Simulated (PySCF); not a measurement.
HC(Cl)(F)CF2OMe, C₃H₄ClF₃O.
InChI=1S/C3H4ClF3O/c1-8-3(6,7)2(4)5/h2H,1H3/t2-/m0/s1

Torsions of this conformer, `[CH3:1][O:2][C:3]([F:4])([F:5])[C@H:6]([F:7])[Cl:8]`: C1–O2–C3–F4 -57°, O2–C3–C6–F7 -176°.

The closed-shell ground state was solved at several levels (PySCF, density fitting, gas phase, non-relativistic). Isolated species at its PBE0-D3(BJ)/def2-TZVP geometry (one conformer only).

| level | basis functions | total energy (Eh) | HOMO (eV) | LUMO (eV) | gap (eV) | dipole (D) |
| --- | --- | --- | --- | --- | --- | --- |
| wB97X-D/pcSseg-2 | 351 | -951.7545 | -11.04 | 2.17 | 13.21 | 2.77 |
| PBE0/pcSseg-2 | 351 | -951.2520 | -9.12 | 0.35 | 9.47 | 2.74 |
| KT3/pcSseg-2 | 351 | -961.3310 | -7.76 | -0.80 | 6.96 | 2.62 |

**Question.** What might B97-2/pcSseg-2 (351 basis functions) give for the same quantities?

**Answer.** Total energy -951.7742 Eh, HOMO -8.85 eV, LUMO 0.30 eV, gap 9.15 eV, dipole 2.73 D.

**Question.** Over all these levels, which gives the widest orbital gap and which the narrowest?

**Answer.** wB97X-D/pcSseg-2 (range-separated hybrid) has the widest, 13.21 eV, and KT3/pcSseg-2 (GGA) the narrowest, 6.96 eV. From the narrowest to the widest the HOMO moves by -3.28 eV and the LUMO by +2.97 eV.

**Question.** In the pcSseg-2 basis, how does the gap go with the fixed share of exact exchange?

**Answer.** KT3 (0 %) 6.96 eV; B97-2 (21 %) 9.15 eV; PBE0 (25 %) 9.47 eV. Each rise in the share widens the gap here.

**Question.** How far do the dipole and the HOMO energy spread over the levels?

**Answer.** The dipole runs from 2.62 to 2.77 D (mean 2.71 D) and the HOMO from -11.04 to -7.76 eV.

The pairwise dispersion term of wB97X-D wasn't added to the energies; at a given geometry it leaves orbitals and properties as they are.
